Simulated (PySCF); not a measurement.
C4H9O, SMILES CCC(C)=[OH+], charge +1. The structure is a stationary point at PBE0-D3(BJ)/def2-SVP. The isomer is the one that the SMILES or the coordinates give; other isomers of the formula were not compared. Other conformers were not sampled.

Question: Give the equilibrium geometry at PBE0-D3(BJ)/def2-SVP (PySCF confirms it by a frequency run) as a Z-matrix. (The exact figures need the calculation; the answer reports its results.)

Answer: This is not unique; one that fits is 
```
C
O 1 1.2722
H 2 0.9768 1 113.87
C 1 1.4626 2 115.96 3 177.36
H 4 1.0973 1 112.06 2 20.41
H 4 1.0987 5 112.33 1 -126.34
H 4 1.1089 5 108.12 6 -117.01
C 1 1.4724 2 121.17 3 -3.71
H 8 1.1015 1 108.55 2 142.96
H 8 1.1024 9 108.41 1 119.74
C 8 1.5456 9 109.35 10 120.37
H 11 1.0982 8 107.99 9 -61.39
H 11 1.0986 12 108.05 8 -121.10
H 11 1.0989 12 108.20 13 -117.77
```
Charge +1, spin multiplicity 1.
